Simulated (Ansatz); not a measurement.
## Counterpoise correction, worked out

The pair of F⁻ (SMILES [F-], atom 1) and BH$_{3}$O$_{3}$ (SMILES OB(O)O, atoms 2–8), both closed shells, in one local arrangement (a lower one may exist), relaxed at PBE0-D4/def2-TZVPD:

```
8
angstrom
F 1.5002 -0.9454 -1.4701
O 0.6440 -0.7178 0.9002
B -0.2960 0.1546 0.4469
O -1.1899 0.7089 1.3673
O -0.3963 0.5054 -0.8666
H 1.1556 -0.9734 0.0706
H -1.7724 1.2921 0.8769
H 0.3550 -0.0246 -1.3253
```

Ansatz 0.2.0; basis: def2-TZVPPD; cores frozen in the correlated methods.

CCSD(T) total energies in eV:

| system | geometry | basis functions | energy |
| --- | --- | --- | --- |
| pair | pair | all | -9578.23978 |
| F⁻ | as in the pair | all (partner as ghosts) | -2714.31685 |
| BH$_{3}$O$_{3}$ | as in the pair | all (partner as ghosts) | -6861.40350 |
| F⁻ | as in the pair | its own | -2714.25079 |
| BH$_{3}$O$_{3}$ | as in the pair | its own | -6861.38990 |
| F⁻ | free (PBE0-D4 minimum) | its own | -2714.25079 |
| BH$_{3}$O$_{3}$ | free (PBE0-D4 minimum) | its own | -6861.73671 |

Q: Work out the interaction energy with and without the counterpoise correction, the superposition error, and the binding energy from the relaxed fragments.

A: Without correction: -9578.23978 − (-2714.25079) − (-6861.38990) = -2.59909 eV.
With correction (each fragment in the whole basis): -9578.23978 − (-2714.31685) − (-6861.40350) = -2.51943 eV = -58.10 kcal/mol.
The superposition error is the difference, 0.07966 eV, 3 % of the uncorrected value: each fragment borrows its partner's functions.
Deformation from the free shapes: 0.00000 eV for F⁻ and 0.34681 eV for BH$_{3}$O$_{3}$.
Binding energy from relaxed fragments: -2.51943 + 0.00000 + 0.34681 = -2.17262 eV = -50.10 kcal/mol (electronic, without zero-point energy; negative means bound). The deformation is large: the pair is on the way to a chemical bond or a shared proton. For comparison, the corrected interaction energy by CCSD(T) at an estimated basis limit (MP2 extrapolated from triple and quadruple zeta, plus CCSD(T) − MP2 in triple zeta) is -2.603 eV; triple zeta with the correction binds less.

No T1 diagnostic of these runs exceeds 0.023.

For scale, one of the runs: CCSD(T)/def2-TZVPPD, 248 basis functions, launched by `ansatz run in.yaml --threads 4 --pin off --events-out ev --progress --plain --max-ram 9574MiB`. Hardware: 4 CPU threads of an Arm Neoverse V2, shared host. Wall time 2.2 min; peak host memory 5.8 GiB.
